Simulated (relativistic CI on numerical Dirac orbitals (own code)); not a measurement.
**Line list: Electric-dipole lines, Bi XXXVIII**

Method of calculation: Dirac-Coulomb-Breit CI, separate exchange-only KLI orbitals for each configuration, model QED (radiative potential, 1s self-energy scaled to tabulated hydrogen-like ionisation energies), unscaled Slater integrals (own radial code, finite nucleus).

Configurations in the expansion (outside the closed core [Ar] 3d10): 4s²4p⁶4d¹⁰, 4s²4p⁶4d⁹4f, 4s²4p⁵4d¹⁰4f, 4s4p⁶4d¹⁰4f, 4s²4p⁶4d⁹5s, 4s²4p⁶4d⁹5p, 4s²4p⁶4d⁹5d, 4s²4p⁵4d¹⁰5s, 4p⁶4d¹⁰4f², 4p⁶4d⁹4f³, 4p⁵4d¹⁰4f³, 4p⁶4d⁹4f²5s, 4p⁶4d⁹4f²5p, 4p⁶4d⁹4f²5d. Double excitations out of closed p, d and f shells are left out; levels of such configurations are missing from the list, as are those of other unlisted configurations, and high levels can miss mixing partners. These lack a partner that the ground configuration has and come out too high: 4s²4p⁵4d¹⁰5s.

| λ vac (Å) | Lower | Upper | A (s⁻¹) | gf | Branching (%) |
| --- | --- | --- | --- | --- | --- |
| 15.559 | 4s²4p⁶4d¹⁰ ¹S0 [1] | 4s²4p⁵4d¹⁰5s ¹P°1 [69] | 4.91e+12 | 5.34e-01 | 73.7 |
| 18.753 | 4s²4p⁶4d¹⁰ ¹S0 [1] | 4s²4p⁶4d⁹5p ¹P°1 [44] | 3.68e+12 | 5.83e-01 | 94.6 |
| 19.527 | 4s²4p⁶4d¹⁰ ¹S0 [1] | 4s²4p⁶4d⁹5p ³D°1 [37] | 2.49e+12 | 4.26e-01 | 98.8 |
| 24.294 | 4s²4p⁶4d⁹4f ³H°5 [4] | 4s²4p⁶4d⁹5d ³G4 [51] | 6.69e+11 | 5.33e-01 | 49.0 |
| 32.528 | 4s²4p⁶4d⁹4f ¹D°2 [15] | 4s²4p⁵4d¹⁰4f ³F2 [39] | 1.70e+12 | 1.35e+00 | 36.7 |
| 32.842 | 4s²4p⁶4d⁹4f ³D°2 [16] | 4s²4p⁵4d¹⁰4f ³D3 [40] | 1.45e+12 | 1.64e+00 | 30.8 |
| 32.955 | 4s²4p⁶4d⁹4f ¹H°5 [18] | 4s²4p⁵4d¹⁰4f ³G4 [41] | 2.92e+12 | 4.28e+00 | 61.5 |
| 32.993 | 4s²4p⁶4d⁹4f ³H°4 [14] | 4s²4p⁵4d¹⁰4f ³G3 [38] | 3.00e+12 | 3.43e+00 | 63.7 |
| 32.997 | 4s²4p⁶4d⁹5s ³D2 [33] | 4s²4p⁵4d¹⁰5s ³P°1 [75] | 4.29e+12 | 2.10e+00 | 62.3 |
| 33.080 | 4s²4p⁶4d⁹4f ³G°3 [17] | 4s²4p⁵4d¹⁰4f ³F2 [39] | 1.40e+12 | 1.15e+00 | 30.3 |
| 33.357 | 4s²4p⁶4d⁹4f ³G°4 [20] | 4s²4p⁵4d¹⁰4f ³G4 [41] | 1.32e+12 | 1.98e+00 | 27.8 |
| 33.442 | 4s²4p⁶4d⁹4f ³F°3 [19] | 4s²4p⁵4d¹⁰4f ³D3 [40] | 1.60e+12 | 1.88e+00 | 34.0 |
| 33.523 | 4s²4p⁶4d⁹4f ³G°4 [20] | 4s²4p⁵4d¹⁰4f ³D3 [40] | 1.28e+12 | 1.51e+00 | 27.3 |
| 33.746 | 4s²4p⁶4d⁹4f ³G°3 [17] | 4s²4p⁵4d¹⁰4f ³G3 [38] | 1.17e+12 | 1.40e+00 | 24.9 |
| 38.476 | 4s²4p⁶4d¹⁰ ¹S0 [1] | 4s²4p⁶4d⁹4f ¹P°1 [21] | 7.68e+12 | 5.11e+00 | 100.0 |
| 42.392 | 4s²4p⁵4d¹⁰4f ¹F3 [27] | 4s4p⁶4d¹⁰4f ¹F°3 [70] | 8.02e+11 | 1.51e+00 | 34.1 |
| 42.570 | 4s²4p⁵4d¹⁰4f ³G5 [26] | 4s4p⁶4d¹⁰4f ³F°4 [65] | 1.39e+12 | 3.40e+00 | 59.1 |
| 42.702 | 4s²4p⁵4d¹⁰4f ³G4 [24] | 4s4p⁶4d¹⁰4f ³F°3 [63] | 1.35e+12 | 2.58e+00 | 56.9 |
| 43.742 | 4s²4p⁵4d¹⁰4f ³F4 [28] | 4s4p⁶4d¹⁰4f ³F°4 [65] | 6.21e+11 | 1.60e+00 | 26.3 |
| 47.369 | 4s²4p⁶4d⁹4f ¹D°2 [9] | 4s²4p⁵4d¹⁰4f ¹D2 [29] | 5.73e+11 | 9.63e-01 | 39.9 |
| 48.790 | 4s²4p⁶4d⁹4f ³F°4 [10] | 4s²4p⁵4d¹⁰4f ³F4 [28] | 4.69e+11 | 1.51e+00 | 30.6 |
| 49.091 | 4s²4p⁶4d⁹4f ³H°5 [4] | 4s²4p⁵4d¹⁰4f ³G4 [24] | 1.16e+12 | 3.77e+00 | 76.8 |
| 49.096 | 4s²4p⁶4d⁹5s ¹D2 [31] | 4s²4p⁵4d¹⁰5s ¹P°1 [69] | 1.62e+12 | 1.76e+00 | 24.3 |
| 49.160 | 4s²4p⁶4d⁹4f ³F°3 [6] | 4s²4p⁵4d¹⁰4f ³F3 [25] | 4.19e+11 | 1.06e+00 | 27.5 |
| 49.161 | 4s²4p⁶4d⁹4f ³H°6 [8] | 4s²4p⁵4d¹⁰4f ³G5 [26] | 1.12e+12 | 4.47e+00 | 75.1 |
| 49.185 | 4s²4p⁶4d⁹4f ³P°1 [3] | 4s²4p⁵4d¹⁰4f ³D1 [22] | 5.46e+11 | 5.94e-01 | 37.0 |
| 49.202 | 4s²4p⁶4d⁹4f ³G°5 [11] | 4s²4p⁵4d¹⁰4f ³F4 [28] | 8.52e+11 | 2.78e+00 | 55.5 |
| 49.204 | 4s²4p⁶4d⁹5s ³D3 [30] | 4s²4p⁵4d¹⁰5s ³P°2 [67] | 1.53e+12 | 2.77e+00 | 86.0 |
| 49.294 | 4s²4p⁶4d⁹4f ³D°2 [5] | 4s²4p⁵4d¹⁰4f ³D2 [23] | 5.32e+11 | 9.69e-01 | 35.6 |
| 49.337 | 4s²4p⁶4d⁹4f ³G°4 [7] | 4s²4p⁵4d¹⁰4f ³F3 [25] | 9.26e+11 | 2.37e+00 | 60.8 |
| 49.564 | 4s²4p⁶4d⁹4f ³F°4 [10] | 4s²4p⁵4d¹⁰4f ¹F3 [27] | 5.40e+11 | 1.39e+00 | 36.1 |
| 50.003 | 4s²4p⁶4d⁹4f ³F°3 [6] | 4s²4p⁵4d¹⁰4f ³D2 [23] | 5.96e+11 | 1.12e+00 | 39.8 |
| 50.050 | 4s²4p⁶4d⁹4f ³G°4 [7] | 4s²4p⁵4d¹⁰4f ³G4 [24] | 1.92e+11 | 6.49e-01 | 12.7 |
| 50.198 | 4s²4p⁶4d⁹4f ³D°3 [12] | 4s²4p⁵4d¹⁰4f ¹F3 [27] | 5.33e+11 | 1.41e+00 | 35.6 |
| 50.776 | 4s²4p⁶4d⁹4f ³G°5 [11] | 4s²4p⁵4d¹⁰4f ³G5 [26] | 2.20e+11 | 9.35e-01 | 14.7 |
| 81.056 | 4s²4p⁶4d⁹5p ³F°3 [35] | 4s²4p⁶4d⁹5d ³F3 [53] | 2.96e+11 | 2.04e+00 | 21.3 |
| 81.147 | 4s²4p⁶4d⁹5p ³P°2 [34] | 4s²4p⁶4d⁹5d ³D2 [52] | 4.19e+11 | 2.07e+00 | 29.9 |
| 81.995 | 4s²4p⁶4d⁹5p ³F°2 [36] | 4s²4p⁶4d⁹5d ³G3 [62] | 5.16e+11 | 3.64e+00 | 38.5 |
| 82.284 | 4s²4p⁶4d⁹5p ³F°3 [35] | 4s²4p⁶4d⁹5d ³G4 [51] | 5.16e+11 | 4.71e+00 | 37.8 |
| 106.06 | 4s²4p⁶4d⁹5s ³D2 [33] | 4s²4p⁶4d⁹5p ³F°3 [48] | 2.34e+11 | 2.76e+00 | 99.6 |
| 106.13 | 4s²4p⁶4d⁹5s ³D3 [30] | 4s²4p⁶4d⁹5p ³F°4 [42] | 2.35e+11 | 3.57e+00 | 99.9 |
| 118.10 | 4s²4p⁶4d⁹5p ³D°2 [49] | 4s²4p⁶4d⁹5d ³F3 [72] | 1.77e+11 | 2.60e+00 | 17.7 |
| 118.57 | 4s²4p⁶4d⁹5p ³D°3 [45] | 4s²4p⁶4d⁹5d ³F4 [58] | 1.65e+11 | 3.12e+00 | 16.3 |
| 118.58 | 4s²4p⁶4d⁹5p ³F°3 [48] | 4s²4p⁶4d⁹5d ³G4 [68] | 2.24e+11 | 4.26e+00 | 23.2 |
| 118.59 | 4s²4p⁶4d⁹5p ³F°4 [42] | 4s²4p⁶4d⁹5d ³G5 [55] | 2.25e+11 | 5.21e+00 | 22.7 |

Terms are leading LS components. Brackets give the number of a level in order of energy, since labels repeat. The list gives strong lines, with weight on those to low levels, without lines whose two gauges differ by over a factor of 2.5, among the lowest 88 of 2548 levels, so that lines to higher ones, which can be the strongest, are missing. Levels whose partners in the same complex of configurations lie outside the list can be far off, and so can their lines. Rates are taken at the computed energies, electric ones in the length gauge.

At this charge energies of transitions that change n are usually good to better than 1 %, and those within a shell (Δn = 0) to a few per cent.

LS names give the leading component of a level, which can be under half, so a name can repeat, a term be missing and a line seem to break the LS rules.
